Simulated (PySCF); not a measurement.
[HfCl3]+, singlet: computed properties

Level of theory: PBE0 in PySCF with Hf def2-TZVP with ECP60, Cl def2-TZVP; scalar-relativistic core potentials, no spin–orbit coupling; density-fitted integrals.

The structure is a minimum.

```xyz
4
charge 1 multiplicity 1, angstrom
Hf    0.0000    0.0000   -0.2705
Cl    2.1248    0.0000    0.4880
Cl   -1.0624    1.8401    0.4880
Cl   -1.0624   -1.8401    0.4880
```

```
Point group                                                                   : C3v
Bond lengths                                                                  : Hf–Cl 2.256 Å (×3)
Bond angles                                                                   : Cl–Hf–Cl 109.3° (×3)
Entropy at 298.15 K and 1 bar                                                 : 344.2 J/(mol K)
Rotational constants                                                          : 0.06132, 0.06132, 0.03559 cm⁻¹
Rotational symmetry number                                                    : 3
Enthalpy at 298.15 K above 0 K                                                : 17.79 kJ/mol
Principal polarisabilities                                                    : 45.4, 77.6, 77.6 bohr³
Dipole moment about the centre of mass                                        : 3.62 D
Heat capacity Cp at 298.15 K                                                  : 75.0 J/(mol K)
Highest occupied level                                                        : -14.59 eV
Principal quadrupole moments (Buckingham, traceless) about the centre of mass : -2.03, -2.03, 4.05 D Å
Lowest empty level                                                            : -8.98 eV
Zero-point energy                                                             : 9.8 kJ/mol
```

Harmonic modes (masses in u: Hf 179.947, Cl 34.969):
```
symmetry  ω (cm⁻¹)  IR (km/mol, summed over degenerate members)
      a1        84                                          7.1
       e       113                                          0.9
      a1       439                                          5.6
       e       444                                          158
```

In C3v the vibrations span 2a1 + 2e.

Charges (e):
```tsv
atom	Mulliken	Löwdin	polar tensor	Mayer order to Hf1
Hf1	1.37	0.19	2.27	–
Cl2,3,4	-0.12	0.27	-0.42	1.42
```

Mulliken populations on Hf1 (electrons outside its core potential): s 2.37, p 6.27, d 1.87, f 0.12.

Formally Hf is in oxidation state +4, d0. A d0 centre has no lone pair, yet it is C3v rather than trigonal planar: covalent bonding through the d orbitals favours lower symmetry. The polar-tensor charge on Hf, 2.27, is far below the formal one.

This need not be the most stable arrangement of these atoms. Spin–orbit coupling, left out here, can matter for elements this heavy.

The final relaxation and frequency run took 53 s on 4 threads of a shared Arm Neoverse V2 host, with 151 basis functions and 12 gradients; the process peaked at 1.6 GiB.
